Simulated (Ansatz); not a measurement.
## Forces on a displaced structure

SnH2O2 (SMILES [OH][Sn][OH]), singlet, displaced at random from its PBE0-D4/def2-TZVP minimum.

| atom | x (Å) | y (Å) | z (Å) |
| --- | --- | --- | --- |
| O1 | -0.9674 | 0.1296 | -0.6191 |
| Sn2 | -0.1905 | -0.9979 | 0.8612 |
| O3 | 1.5552 | 0.0266 | 0.6176 |
| H4 | -1.8525 | -0.1280 | -0.8350 |
| H5 | 1.5185 | 0.7083 | -0.0515 |

Program: Ansatz 0.2.0. Basis: def2-TZVPP. Cores are frozen in the correlated methods. Filled d shells of the heavier atoms are correlated. Core potentials replace the inner electrons of the atoms past krypton. The def2 sets are not built for correlating such inner shells, so the correlated values are less sure here.

CCSD(T) forces from the calculation:
```
atom      Fx      Fy  Fz (eV/Å)
  O1   0.716  -0.314      0.658
 Sn2   1.139   1.350     -0.857
  O3  -0.795  -1.058      0.732
  H4  -0.791  -0.122     -0.256
  H5  -0.269   0.144     -0.276
```

Which atom feels the largest CCSD(T) force, and how large is it?

Sn2, 1.96 eV/Å, along (0.58, 0.69, -0.44).

Root-mean-square difference of the force components from those of CCSD(T): PBE-D4 0.376; r2SCAN-D4 0.101; PBE0-D4 0.077; wB97M-V 0.054 eV/Å.

No T1 diagnostic of these runs exceeds 0.019. These are differences at one structure, and CCSD(T) in triple zeta is itself an approximation.

For scale, one of the runs: CCSD(T)/def2-TZVPP forces, 140 basis functions (an equivalent command: `ansatz run in.yaml --threads 2`). Time: 2.9 min of wall clock on 2 CPU threads; the host was shared. Peak host memory: 1.6 GiB.
